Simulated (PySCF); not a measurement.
Compound: C4H8BF3P2.
Numbering: `[CH2:1]=[CH:2][C@@H:3]1[CH2:4][P@@+:5]1([PH2:6])[B-:7]([F:8])([F:9])[F:10]` (hydrogens: H11, H12 on C1; H13 on C2; H14 on C3; H15, H16 on C4; H17, H18 on P6)

Geometry (PBE0-D3(BJ)/def2-SVP, Å), atoms numbered from 1 in this order:
```
atom  x, y, z in Å
C1     2.8894    0.5461    0.3982
C2     1.9123   -0.0251   -0.3107
C3     0.7131   -0.6393    0.2840
C4    -0.0493   -1.7167   -0.4245
P5    -1.0107   -0.1620   -0.2563
P6    -0.7770    0.8639   -2.1893
B7    -2.4998   -0.2143    1.4560
F8    -1.7611   -1.0430    2.2329
F9    -3.5933   -0.7452    0.8867
F10   -2.5762    1.0662    1.8490
H11    2.8506    0.5906    1.4909
H12    3.7613    0.9854   -0.0914
H13    1.9827   -0.0555   -1.4044
H14    0.7216   -0.7187    1.3776
H15    0.2839   -1.9945   -1.4298
H16   -0.4303   -2.5483    0.1763
H17   -2.1453    0.6642   -2.5469
H18   -1.0207    2.1579   -1.6369
```

All values: PBE0/pcSseg-1 (PySCF, non-relativistic), on one gas-phase PBE0-D3(BJ)/def2-SVP geometry that isn't relaxed in the solvent. The solvent is an IEF-PCM continuum (van der Waals radii × 1.2). The model holds no explicit solvent molecules, cavitation or dispersion.

```csv
run,E − E(gas) (kcal/mol),HOMO (eV),HOMO–LUMO gap (eV),dipole (D)
gas,0.00,-7.42,6.45,4.40
P,-7.54,-7.12,6.48,5.26
Q,-7.96,-7.11,6.48,5.31
```

Problem. The runs were made in acetone and water. Which run belongs to which solvent?

Solution. P = acetone, Q = water. The dielectric constants are 20.49 (acetone), 78.36 (water), and the energy falls further as ε rises. In this model the ground state sees the solvent through ε alone.

Problem. How constant is the ratio of the lowering to (ε − 1)/(2ε + 1)?

Solution. 
| solvent | (ε − 1)/(2ε + 1) | E − E(gas) (kcal/mol) | ratio (kcal/mol) | polarisation term (kcal/mol) |
| --- | --- | --- | --- | --- |
| acetone | 0.464 | -7.54 | -16.2 | -8.37 |
| water | 0.490 | -7.96 | -16.2 | -8.89 |

The ratio changes by 0.0 % in size from acetone to water. The polarisation term is half the interaction of the solute with the induced surface charges.

Time: 49 s; peak memory 1.1 GiB. Hardware: one thread, Arm Neoverse V2 (aarch64), on a shared host. This is the whole shielding run at PBE0/pcSseg-1 in water, SCF included.
